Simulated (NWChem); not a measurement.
CHF2O3S, doublet; SMILES F[C](F)S(O)(=O)=O

```xyz
8

O     -1.1671    -1.2357    -0.6510
S      0.0336    -0.6830    -0.0672
O      1.3624    -1.1650    -0.3214
O     -0.1647    -0.6533     1.5401
C      0.0393     1.0690    -0.4739
F      1.0914     1.7331    -0.0854
F     -1.0777     1.6937    -0.1995
H     -1.1056    -0.8039     1.7281
```
Atoms are numbered in this order, from 1.

Computed with NWChem. Pople sets run with spherical d functions. Spin-unrestricted. Coordinates come from a PBE0/def2-SVP, spin-unrestricted optimisation. Not confirmed as a minimum by frequencies. No stability test was run on the SCF state. Atomic charges in e: unrestrained fits to the electrostatic potential beside Mulliken populations; buried atoms are poorly determined by the fit.

For level B3LYP/def2-SVP:

```
Item         Value
-----------  -----
Mulliken O1  -0.43
Mulliken S2   0.88
Mulliken O3  -0.40
Mulliken O4  -0.33
ESP C5        0.09
Mulliken C5   0.30
```

Question: How do the values read with level UHF/6-31G* instead?

Answer: 
- Mulliken O1: -0.67
- Mulliken S2: 1.71
- Mulliken O3: -0.63
- Mulliken O4: -0.80
- ESP C5: 0.26
- Mulliken C5: 0.59
